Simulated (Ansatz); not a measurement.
Correlation energies of CHCl₂NOSi, SMILES `O=C=N[SiH](Cl)Cl` by basis set

| atom | x (Å) | y (Å) | z (Å) |
| --- | --- | --- | --- |
| O1 | 0.461 | 1.872 | -2.291 |
| C2 | 0.213 | 1.022 | -1.543 |
| N3 | -0.063 | 0.110 | -0.815 |
| Si4 | -0.173 | -0.650 | 0.691 |
| Cl5 | 1.677 | -0.798 | 1.522 |
| Cl6 | -1.376 | 0.435 | 1.920 |
| H7 | -0.739 | -1.992 | 0.516 |

The species carries charge 0 and has multiplicity 1. Geometry: relaxed with PBE0-D4/def2-TZVP. It is one conformer, not always the lowest. Frozen core, restricted reference, Ansatz. CBS rows extrapolate triple and quadruple zeta; past MP2 they add the triple-zeta difference.

```tsv
basis	HF (Eh)	MP2 corr.
def2-SVP	-1375.34196	-0.80614
def2-TZVPP	-1375.96941	-1.04971
def2-QZVPP	-1376.01116	-1.14035
```

Problem. Estimate the CCSD correlation energy and the (T) correction in each basis where they were run (hartree).

Solution. 
```csv
basis,CCSD corr.,(T)
def2-SVP,-0.83628,-0.02738
def2-TZVPP,-1.08041,-0.05136
CBS(def2),-1.23818,as TZ
```
